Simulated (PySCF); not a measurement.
Molecule: SMILES N[SiH2][C@H]([SiH3])[SiH2]Cl, CH10ClNSi3.

Bonds (- single, = double, # triple, : aromatic): N1-Si2, Si2-C3, C3-Si4, C3-Si5, Si5-Cl6. N1 carries H7, H8; Si2 carries H9, H10; C3 carries H11; Si4 carries H12, H13, H14; Si5 carries H15, H16. Stereochemistry as in N[SiH2][C@H]([SiH3])[SiH2]Cl. H10, H15 are pro-R; H9, H16 are pro-S.

Frames of a GFN2-xTB Langevin trajectory at 200 K; GIAO PBE0/pcSseg-1 shieldings in PySCF 2.14.0 with density-fitted response routines, gas phase, non-relativistic; equivalent atoms averaged within each frame.

Scale: ¹⁵N (σref 267.73) vs NH3; TMS for ²⁹Si (σref 349.16) and ¹³C (σref 186.93) and ¹H (σref 31.72); HCl for ³⁵Cl (σref 949.78) (reference shieldings calculated alike). The references are static minima.

Question: How do the shifts (ppm) fluctuate along the trajectory?

Answer: 
| time (fs) | N1 | Si5 | Si2 | Si4 | C3 | Cl6 | H16 | H10 | H9 | H15 |
| --- | --- | --- | --- | --- | --- | --- | --- | --- | --- | --- |
| 250 | 11.6 | -16.1 | -35.6 | -76.0 | -7.8 | -37 | 5.75 | 5.51 | 5.39 | 5.24 |
| 425 | 5.5 | -18.6 | -25.6 | -75.3 | -0.5 | -29 | 5.96 | 5.22 | 5.51 | 5.25 |
| 625 | 2.6 | -18.3 | -30.9 | -85.1 | -7.8 | -36 | 5.07 | 5.15 | 5.39 | 5.15 |
| 800 | 8.9 | -17.1 | -22.9 | -80.7 | -7.6 | -27 | 5.10 | 5.33 | 5.80 | 5.40 |
| 1000 | 14.9 | -23.2 | -31.1 | -76.6 | -0.4 | -46 | 5.12 | 4.37 | 5.20 | 5.22 |
| mean of frames | 8.7 | -18.6 | -29.2 | -78.8 | -4.8 | -35 | 5.40 | 5.12 | 5.46 | 5.25 |
| standard deviation | 4.9 | 2.7 | 5.0 | 4.1 | 4.0 | 7 | 0.42 | 0.44 | 0.22 | 0.09 |

5 frames give an uncertainty of the mean of about the standard deviation over 2.2 at best, since frames this close in time may not be independent; classical motion lacks zero-point vibration, and the reference would need the same averaging.
